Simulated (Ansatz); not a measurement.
F$_{2}$H$_{2}$HfSe$_{2}$ (`[F][Hf]([F])([SeH])[SeH]`). Charge 0, multiplicity 1. Hf takes the def2 core potential. The geometry is a stationary point of PBE0-D4/def2-TZVP. It is one conformer, not always the lowest.

```xyz
7

F     0.119   -1.216    2.023
Hf    0.004   -0.427    0.310
F    -1.192   -1.393   -0.790
Se    2.360   -0.321   -0.695
Se   -0.814    2.005    0.475
H     1.709   -0.151   -2.007
H    -2.185    1.505    0.685
```

**Question.** What is the dipole moment at B3LYP/def2-TZVPP? (Best estimate.)

**Answer.** Computed: 0.59 D, with components (-0.15, -0.06, -0.56) D in this frame, pointing from negative to positive charge.

**Question.** And with PBE, r2SCAN, ωB97M-V? (Estimate.)

**Answer.** Computed: PBE 0.60 D, r2SCAN 0.65 D, ωB97M-V 0.63 D.

**Question.** Give the Mulliken charges with B3LYP, ωB97M-V, r2SCAN in def2-TZVPP. (Best estimate.)

**Answer.** Computed: 
```
atom  B3LYP  ωB97M-V  r2SCAN
  F1  -0.32    -0.30   -0.32
 Hf2   0.94     0.88    0.96
  F3  -0.32    -0.31   -0.32
 Se4  -0.20    -0.22   -0.23
 Se5  -0.22    -0.23   -0.25
  H6   0.07     0.09    0.09
  H7   0.06     0.08    0.08
```

B3LYP here is the variant with VWN-RPA as its local correlation; programs differ in this.
